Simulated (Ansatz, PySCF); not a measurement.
TeCl3, SMILES Cl[Te+](Cl)Cl, charge +1. Atoms are numbered in the order given.

```xyz
4

Te     0.0000     0.0000     0.5453
Cl     1.7758    -1.0252    -0.5386
Cl    -1.7758    -1.0252    -0.5386
Cl     0.0000     2.0505    -0.5386
```
Charge +1, spin multiplicity 1.

The structure is a stationary point at B3LYP-D3(BJ)/def2-SVP. The spin state was assumed, not searched. The isomer is the one that the SMILES or the coordinates give; other isomers of the formula were not compared. The def2 effective core potentials stand for the cores of Te; spin–orbit coupling is left out.

Two levels are set side by side: PBE-D3(BJ)/def2-SVP (Ansatz, an electronic-structure program) and B3LYP-D3(BJ)/def2-SVP (Ansatz). Each level has its own optimised geometry; the coordinates shown are those of the second. Frequencies come from the Hessian of PySCF at each geometry. Differences are taken from unrounded values.

```csv
quantity,B3LYP-D3(BJ)
mean bond length (Å),2.319
bond Te1–Cl2 (Å),2.319
bond Te1–Cl3 (Å),2.319
bond Te1–Cl4 (Å),2.319
highest harmonic wavenumber (cm⁻¹),397
mean harmonic wavenumber (cm⁻¹),264
zero-point energy (kcal/mol),2.26
```

Task: What does PBE-D3(BJ) give, and how far is it from B3LYP-D3(BJ)? (Estimate from the structure and the level; the computed values follow.)

Result: 
```json
[
 {"quantity": "mean bond length (Å)", "PBE-D3(BJ)": "2.327", "PBE-D3(BJ) minus B3LYP-D3(BJ)": "0.007"},
 {"quantity": "bond Te1–Cl2 (Å)", "PBE-D3(BJ)": "2.327", "PBE-D3(BJ) minus B3LYP-D3(BJ)": "0.007"},
 {"quantity": "bond Te1–Cl3 (Å)", "PBE-D3(BJ)": "2.327", "PBE-D3(BJ) minus B3LYP-D3(BJ)": "0.007"},
 {"quantity": "bond Te1–Cl4 (Å)", "PBE-D3(BJ)": "2.327", "PBE-D3(BJ) minus B3LYP-D3(BJ)": "0.007"},
 {"quantity": "highest harmonic wavenumber (cm⁻¹)", "PBE-D3(BJ)": "388", "PBE-D3(BJ) minus B3LYP-D3(BJ)": "-10"},
 {"quantity": "mean harmonic wavenumber (cm⁻¹)", "PBE-D3(BJ)": "256", "PBE-D3(BJ) minus B3LYP-D3(BJ)": "-7"},
 {"quantity": "zero-point energy (kcal/mol)", "PBE-D3(BJ)": "2.20", "PBE-D3(BJ) minus B3LYP-D3(BJ)": "-0.06"}
]
```

GGA bonds tend to be longer and softer than those of functionals with exact exchange. Differences between two approximate levels are no errors against the true value.
